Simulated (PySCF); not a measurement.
Ionising KF

PBE; K def2-SVPD, F def2-SVPD; no relativity (PySCF 2.14). Neutral (UKS): singlet (closed shell), Re = 2.233 Å, ωe = 405 cm⁻¹, De = 5.19 eV, HOMO -4.58 eV, LUMO -1.60 eV.

KF⁻ (UKS): doublet (σ ↑), Re = 2.325 Å, ωe = 331 cm⁻¹, De = 1.93 eV to K + F⁻. The energies at the minima are -699.35769 hartree for KF and -699.37549 for KF⁻.

**Question.** Work out the adiabatic electron affinity, without and with harmonic zero-point energies (1 hartree = 27.2114 eV, 1 eV = 8065.5 cm⁻¹), and the change of the bond length.

**Answer.** At PBE: 0.01780 hartree = 0.484 eV between the minima; the zero-point term (405.0 − 331.0)/2 cm⁻¹ = +0.005 eV makes it 0.489 eV. Re changes by +9.2 pm against the neutral. The electron enters a σ orbital; in so polar a molecule the change of length follows mostly from the change of the ionic charges.

For an ion De counts to the pair picked by the measured ionisation energies or electron affinities, which need not be the lowest pair at this level. The highest Kohn–Sham level is positive in this anion. Much of that is self-interaction error, but it also means that the finite basis helps to hold the extra electron. States were picked by a PBE0 search and need not be the measured ground states.
